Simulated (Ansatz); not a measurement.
Molecule: sum formula Si2N2H7 (charge 0, doublet). It need not be the lowest isomer of its formula. SMILES: [NH][SiH2][SiH2]N
Geometry from a B3LYP-D3(BJ)/def2-TZVP (Ansatz, a first-principles code) optimisation:
```xyz
11

N      0.6534     1.9891    -0.4736
Si     0.9699     0.3504    -0.8983
Si    -0.2128    -0.9018     0.7593
N     -1.9226    -0.6830     0.7734
H     -0.2011     2.3794    -0.8733
H      2.4202     0.0682    -0.7690
H      0.5069    -0.0978    -2.2441
H      0.3216    -0.5216     2.0863
H      0.0571    -2.3357     0.4818
H     -2.3236     0.1777     1.1118
H     -2.4966    -1.0936     0.0539
```
Charge 0, spin multiplicity 2.

Quantity: atomisation energy (electronic, to ground-state atoms); the coupled-cluster value holds the core correlation from cc-pwCVTZ, in kcal/mol. Cores are frozen in the correlated levels unless marked. Open shells are spin-unrestricted. Spin-orbit coupling is left out. No relativistic terms. Basis-set limits of correlation are two-point, X^-3; Hartree-Fock from the larger set.

Level to compare with: CCSD(T)/CBS(cc-pV(T+d)Z,cc-pV(Q+d)Z) plus the core term (Ansatz), 806.4 kcal/mol. It is a level with limits of its own, and the differences hold the functionals' basis error too.

Q: Rank these functionals by how close they come to CCSD(T)/CBS(cc-pV(T+d)Z,cc-pV(Q+d)Z), closest first: r2SCAN0/def2-TZVPD (Ansatz); revPBE/def2-TZVPD (Ansatz); BLYP/def2-TZVPD (Ansatz).

A: BLYP/def2-TZVPD (GGA, 800.3 kcal/mol, difference -6.1), r2SCAN0/def2-TZVPD (hybrid meta-GGA, 790.6 kcal/mol, difference -15.8), revPBE/def2-TZVPD (GGA, 783.4 kcal/mol, difference -23.0)
